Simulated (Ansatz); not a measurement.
Reaction (formal hydrolysis of a Zr–F bond): `[F][Zr]([F])([F])[F]` + H₂O → `[OH][Zr]([F])([F])[F]` + H–F

Isolated molecules relaxed with PBE0-D4/def2-TZVP in Ansatz; ΔE leaves out vibrations. CCSD(T)/CBS is the MP2 limit (def2-TZVPP, def2-QZVPP) plus CCSD(T) − MP2 in def2-TZVPP, frozen cores. This one scheme is used for every species. DFT in def2-TZVPP. def2 core potentials past Kr. For Zr outer-core shells are correlated without core-valence functions, which leaves a few kJ/mol of doubt a bond. One conformer a species, not always the lowest.

`[F][Zr]([F])([F])[F]`:

```xyz
5

F    -0.776    1.720    0.156
Zr    0.000    0.000    0.000
F    -1.178   -1.140   -0.948
F     1.641    0.130   -0.935
F     0.312   -0.710    1.727
```

H₂O:

Z-matrix (Å, degrees):
```
O
H 1 0.960
H 1 0.960 2 105.1
```

`[OH][Zr]([F])([F])[F]`:

```xyz
6

O     0.658   -1.174    0.483
Zr   -0.213    0.388   -0.156
F    -1.992   -0.036   -0.685
F    -0.267    1.704    1.218
F     0.733    1.086   -1.654
H     1.081   -1.968    0.794
```

H–F:

```xyz
2

F    -0.164    0.137   -0.407
H     0.164   -0.137    0.407
```

(1) Is it downhill or uphill in electronic energy at CCSD(T)/CBS, and by how much? (Estimate.)

(2) What do these levels give: B97M-V, CAM-B3LYP, HF/def2-SVP, MP2/def2-SVP, CCSD(T)/def2-SVP, SCS-MP2/def2-TZVPP? (An estimate is asked.)

Largest T1 diagnostic among the species: 0.018.

Answers

(1) Computed: Uphill: ΔE = +39.8 kJ/mol.

(2) The calculation gave: B97M-V 51.6, CAM-B3LYP 45.8, HF/def2-SVP 38.1, MP2/def2-SVP 38.2, CCSD(T)/def2-SVP 39.5, SCS-MP2/def2-TZVPP 39.7 kJ/mol.

From PBE to PBE0 (25 % exact exchange), in def2-TZVPP and without D4, ΔE moves by −4.2 kJ/mol. In def2-TZVPP, CCSD(T) changes the Hartree–Fock value by −3.3 kJ/mol (the triples alone add +0.3 kJ/mol) and MP2 by −6.0 kJ/mol.
